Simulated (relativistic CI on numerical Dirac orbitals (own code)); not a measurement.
Tc XXXVI: sensitivity of the levels to the model

Base calculation: Dirac-Coulomb-Breit CI, separate exchange-only KLI orbitals for each configuration, QED by a radiative potential, unscaled Slater integrals.

CI space (outside the closed core 1s2): 2s²2p⁴, 2s2p⁵, 2p⁶, 2p⁵3s, 2p⁵3p, 2p⁵3d, 2s²2p³3s, 2s²2p³3p, 2s²2p³3d, 2s2p⁴3s, 2s2p⁴3p, 2s2p⁴3d, 2s²2p³4s, 2s²2p³4p, 2s²2p³4d, 2s²2p³4f. Levels of other configurations are missing.

Variants: (1) Breit term removed; (2) only the first 3 configurations. Shifts of the energy above 2s²2p⁴ ³P2, in eV, for the lowest level and the first level of each name with at least 55 % of one term (blank where a level changes its place among those of its configuration and J or its character, or is not in the variant):

```csv
Level,Base,Δ(1),Δ(2)
2s²2p⁴ ³P2,0.00,0.00,0.00
2s²2p⁴ ¹S0,26.77,-1.37,-0.31
2s²2p⁴ ³P1,119.12,+1.32,0.00
2s²2p⁴ ¹D2,133.63,+2.66,-0.03
2s²2p⁴ ³P0,262.93,+3.22,-0.25
2s2p⁵ ³P°2,313.67,-0.33,+0.17
2s2p⁵ ³P°1,349.90,-0.50,+0.37
2s2p⁵ ³P°0,438.79,+1.16,+0.17
2s2p⁵ ¹P°1,469.38,+1.60,+0.47
2p⁶ ¹S0,694.97,-1.35,+1.13
2s²2p³3p ³P0,2815.60,+1.75,
2s²2p³3s ³D°3,2825.18,+6.16,
2s²2p³3s ¹D°2,2829.74,+5.95,
2s²2p³3s ³P°0,2846.87,+3.70,
2s²2p³3s ³P°1,2848.82,+3.92,
2s²2p³3p ³D1,2899.49,+3.76,
2s²2p³3p ³F4,2916.23,+6.36,
2s2p⁴3s ⁵P3,2971.50,+3.11,
2s2p⁴3s ³P2,2986.71,+2.86,
```

At this charge energies of transitions that change n are usually good to better than 1 %, and those within a shell (Δn = 0) to a few per cent.

Ionisation energy from the two ground configurations alone: base 4870.39 eV; Breit term removed 4873.52 eV. The NIST ASD value (semi-empirical) is 4874 eV.

LS names give the leading component of a level, which can be under half, so a name can repeat, a term be missing and a line seem to break the LS rules.
